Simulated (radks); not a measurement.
Problem. All-electron atom: Cu13+ in [He] 2s2 2p5 3s2 3p4 4s1 (not the ground configuration). All-electron calculation, non-relativistic Kohn-Sham, LDA (Slater exchange, Perdew-Zunger correlation), spin-polarised, spherical densities, point nucleus; open shells are filled with parallel spins first. Program: a radial shooting solver on a logarithmic mesh with Libxc functionals. Some entries of the table are withheld. Estimate them.

| orbital | occ. | eigenvalue (hartree) | <r^2> (bohr^2) | <1/r> (bohr^-1) |
|---|---|---|---|---|
| 1s up | 1 | -340.3583 | 0.003759 | 28.47 |
| 1s down | 1 | -340.0850 | 0.003756 | 28.48 |
| 2s up | 1 | -56.13935 | 0.06472 | 6.305 |
| 2s down | 1 | -55.80155 | 0.06484 | 6.294 |
| 2p up | 3 | (1) | 0.05030 | 6.268 |
| 2p down | 2 | (2) | 0.05050 | 6.256 |
| 3s up | 1 | -17.92191 | 0.4234 | 2.365 |
| 3s down | 1 | -17.65751 | 0.4263 | 2.355 |
| 3p up | 3 | -16.48563 | 0.4120 | 2.307 |
| 3p down | 1 | -16.21308 | 0.4155 | 2.298 |
| 4s up | 1 | -8.39027 | 1.690 | 1.160 |
| 4s down | 0 | -8.19539 | 1.711 | 1.155 |

Solution. 
(1) 2p up eigenvalue (hartree): -51.85385
(2) 2p down eigenvalue (hartree): -51.44921
